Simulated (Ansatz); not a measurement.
Species: boron oxyfluoride, sum formula BOF (charge 0, singlet). 
Structure (B3LYP-D3(BJ)/def2-TZVP (Ansatz, a quantum-chemistry and plane-wave program) minimum search):
SMILES: O=BF
```xyz
3

F      0.0000     0.0000    -1.1989
B      0.0000     0.0000     0.0871
O      0.0000     0.0000     1.2943
```
Charge 0, spin multiplicity 1.

Task: Give the harmonic wavenumbers at B3LYP-D3(BJ)/def2-TZVP (Ansatz, finite differences of forces, unscaled).

Result: 512, 512, 1022, 2128 cm⁻¹. Zero-point energy 6.0 kcal/mol.

Task: From these and the geometry, give the ideal-gas thermochemistry at 298.15 K and 1 atm (rigid rotor, harmonic oscillator).

Result: Point group C∞v, rotational symmetry number 1. Rotational constants 9.331, 9.331 GHz. S(trans) 37.39, S(rot) 14.91, S(vib) 1.35, S(elec, spin only) 0.00, S 53.6 cal/(mol K). H(298) - H(0) 2.37 kcal/mol; G - E(el) -7.7 kcal/mol.
